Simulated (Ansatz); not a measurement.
Abstraction of Cl: CHCl2I + C2HF2 → CHClI + C2HClF2

Species: CHCl2I (dichloroiodomethane) `ClC(Cl)I`, singlet; C2HF2 `[CH]=C(F)F`, doublet; CHClI `Cl[CH]I`, doublet; C2HClF2 `FC(F)=CCl`, singlet. A radical takes Cl: the energy is the difference in strength between two C–Cl bonds in different surroundings.

Shapes, held fixed at every level: PBE0-D4/def2-TZVP. Programs: Ansatz 0.2.0. The zero-point and thermal change to 298 K, harmonic and unscaled (PBE0-D4/def2-TZVP), is +1.5 kJ/mol.

```json
{"level": "HF/def2-TZVPP", "kind": "Hartree–Fock", "ΔH(298 K) (kJ/mol)": "-81.7"}
{"level": "PBE-D4/def2-TZVPP", "kind": "GGA", "ΔH(298 K) (kJ/mol)": "-96.1"}
{"level": "r2SCAN-D4/def2-TZVPP", "kind": "meta-GGA", "ΔH(298 K) (kJ/mol)": "-93.4"}
{"level": "BHLYP-D4/def2-TZVPP", "kind": "global hybrid", "ΔH(298 K) (kJ/mol)": "-93.5"}
{"level": "PBE0-D4/def2-TZVPP", "kind": "global hybrid", "ΔH(298 K) (kJ/mol)": "-97.0"}
{"level": "r2SCAN0-D4/def2-TZVPP", "kind": "global hybrid", "ΔH(298 K) (kJ/mol)": "-95.4"}
{"level": "wB97M-V/def2-TZVPP", "kind": "range-separated hybrid", "ΔH(298 K) (kJ/mol)": "-92.0"}
{"level": "B2PLYP/def2-TZVPP", "kind": "double hybrid", "ΔH(298 K) (kJ/mol)": "-94.5"}
```

B2PLYP/def2-TZVPP gives ΔH(298 K) = -94.5 kJ/mol; the levels span -97.0 to -81.7. The median of the levels is -94.0. No measured value is set beside it here. Spin contamination: C2HF2 (⟨S²⟩ up to 0.90). Open shells run unrestricted unless RO is named. For atoms past krypton def2 sets carry core potentials with scalar relativity. Correlated rows may include outer-core shells of I, which these sets cover unevenly.
